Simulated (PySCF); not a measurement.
Molecule: SMILES FC(F)(F)c1ccnnn1, C4H2F3N3.

Bonds (- single, = double, # triple, : aromatic): F1-C2, C2-F3, C2-F4, C2-C5, C5:C6, C6:C7, C7:N8, N8:N9, N9:N10, N10:C5. C6 carries H11; C7 carries H12.

Frames of a GFN2-xTB Langevin trajectory at 400 K; GIAO PBE0/pcSseg-1 shieldings in PySCF, gas phase, non-relativistic; equivalent atoms averaged within each frame.

Shifts are taken against calculated references (same method and geometry level): ¹⁹F (170.95 ppm) vs CFCl3; TMS for ¹³C (186.93 ppm), ¹H (31.72 ppm); NH3 for ¹⁵N (267.73 ppm). The references are static minima.

How do the shifts (ppm) fluctuate along the trajectory?

Answers


| time (fs) | F1/F3/F4 | C5 | C7 | C2 | C6 | N9 | N8 | N10 | H12 | H11 |
| --- | --- | --- | --- | --- | --- | --- | --- | --- | --- | --- |
| optimised geometry | -81.2 | 155.5 | 154.6 | 131.1 | 121.4 | 541.7 | 452.1 | 432.2 | 9.59 | 7.72 |
| 250 | -89.7 | 155.6 | 149.6 | 127.3 | 118.0 | 526.2 | 443.1 | 402.3 | 9.50 | 6.86 |
| 425 | -81.2 | 154.1 | 157.5 | 131.1 | 127.3 | 536.7 | 446.0 | 401.8 | 10.17 | 7.58 |
| 625 | -79.6 | 174.4 | 151.0 | 132.7 | 119.1 | 541.4 | 432.8 | 452.7 | 9.04 | 7.77 |
| 800 | -59.6 | 161.2 | 152.7 | 139.2 | 122.0 | 512.3 | 464.8 | 438.6 | 9.70 | 7.16 |
| 1000 | -81.7 | 160.3 | 146.8 | 130.0 | 115.0 | 555.6 | 431.5 | 438.4 | 8.76 | 7.60 |
| mean of frames | -78.4 | 161.1 | 151.5 | 132.1 | 120.3 | 534.4 | 443.6 | 426.8 | 9.43 | 7.39 |
| standard deviation | 11.2 | 8.0 | 4.0 | 4.4 | 4.7 | 16.3 | 13.4 | 23.3 | 0.55 | 0.38 |

5 frames give an uncertainty of the mean of about the standard deviation over 2.2 at best, since frames this close in time may not be independent; classical motion lacks zero-point vibration, and the reference would need the same averaging.
